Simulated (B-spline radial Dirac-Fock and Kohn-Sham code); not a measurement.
# Photoemission from Ir⁺ at 6280 eV, detector at θ = 60°, φ = 180°

System: iridium as Ir⁺ in the configuration [Xe] 4f14 5d7 6s1. These are calculated numbers from a B-spline atomic structure program; the model is Dirac-Hartree-Slater photoionisation with a Latter tail; cross sections with all multipoles, angular parameters from the dipole term and its interference with E2. Thresholds are orbital energies of the model. For linearly polarised light dσ/dΩ = σ/(4π) [1 + β P₂(cos θ) + (δ + γ cos²θ) sin θ cos φ], with θ from the polarisation vector and φ the angle between the beam and the projection of the electron momentum on the plane normal to the polarisation. The dipole factor is 1 + βP₂ and the non-dipole term is the rest of the bracket. Open shells are filled statistically over j.

```
subshell  threshold (eV)  σ (kb)     β      γ       δ  dipole factor  non-dipole term  dσ/dΩ (kb/sr)
      3s          3160.7    8.95  1.93   0.18  -0.002          0.759           -0.037          0.514
   3p1/2          2915.3    12.5  1.59   0.01   0.000          0.801           -0.001          0.797
   3p3/2          2553.4    23.7  1.67   0.01   0.016          0.791           -0.015           1.47
   3d3/2          2137.6    18.2  1.29   0.69   0.112          0.839           -0.246          0.858
   3d5/2          2058.9    24.3  1.21   0.74   0.116          0.848           -0.261           1.14
      4s           690.1    2.54  1.94  -0.09  -0.002          0.758           +0.022          0.157
   4p1/2           585.1    3.03  1.66   0.15  -0.004          0.793           -0.029          0.184
   4p3/2           498.9    5.47  1.74   0.19   0.013          0.782           -0.053          0.317
   4d3/2           324.9    3.36  1.32   0.89   0.095          0.834           -0.275          0.149
   4d5/2           308.7    4.47  1.22   0.91   0.105          0.848           -0.288          0.199
   4f5/2           85.49   0.462  0.83   1.24   0.300          0.896           -0.529         0.0135
   4f7/2           82.17   0.569  0.80   1.24   0.308          0.899           -0.535         0.0165
      5s           113.3   0.508  1.94  -0.12  -0.002          0.758           +0.028         0.0318
   5p1/2           79.63   0.517  1.66   0.19  -0.004          0.792           -0.037         0.0310
   5p3/2           65.31   0.887  1.75   0.23   0.013          0.781           -0.061         0.0508
   5d3/2           20.34   0.210  1.33   0.92   0.093          0.834           -0.279        0.00928
   5d5/2           18.91   0.270  1.21   0.93   0.103          0.849           -0.292         0.0120
      6s           16.28  0.0280  1.94  -0.12  -0.002          0.758           +0.028        0.00175
```
